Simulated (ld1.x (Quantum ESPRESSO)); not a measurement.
## An all-electron radial function and its pseudo partner (terbium)

Columns: radius, all-electron u(r) and pseudo u(r) of the 5d shell (level -2.86 eV) of terbium in the configuration [Kr] 4d10 4f8 5s2 5p6 5d1 6s1.75 6p0.25; LDA (PZ), scalar-relativistic, TM scheme, ld1.x (Quantum ESPRESSO) 7.5.

```
r (bohr)  all-electron  pseudo
   0.135        0.1705  0.0013
   0.270       -0.0369  0.0104
   0.405       -0.2392  0.0334
   0.540       -0.2399  0.0741
   0.675       -0.1169  0.1325
   0.810        0.0448  0.2054
   0.945        0.2003  0.2871
   1.080        0.3315  0.3699
   1.215        0.4341  0.4469
   1.350        0.5100  0.5123
   1.485        0.5630  0.5629
   1.620        0.5973  0.5978
   1.755        0.6169  0.6183
   1.890        0.6250  0.6267
   2.025        0.6245  0.6258
   2.160        0.6175  0.6183
   2.295        0.6058  0.6061
   2.430        0.5907  0.5908
   2.565        0.5733  0.5733
   2.700        0.5542  0.5542
   2.835        0.5342  0.5342
   2.970        0.5136  0.5136
   3.105        0.4928  0.4928
   3.240        0.4720  0.4720
   3.375        0.4515  0.4515
   3.510        0.4312  0.4312
```

Problem. How many radial nodes do the two functions have?

Solution. The all-electron 5d function has n − l − 1 = 2; the pseudo-wave has 0, since the states of the same l below it are removed with the core.

Problem. At about which radius was the pseudo-wave matched?

Solution. 2.70 bohr. The columns agree to 0.0005 from 2.29 bohr on; several derivatives are matched, so the curves merge somewhat inside the radius.

Problem. Where does each function peak?

Solution. Outermost all-electron maximum near 1.89 bohr, pseudo maximum near 1.89 bohr (to the table’s step).

Problem. Is the pseudo-wave norm-conserving?

Solution. Yes: the TM scheme keeps the norm inside the radius equal to the all-electron one, which fixes the energy derivative of the logarithmic derivative at the level.
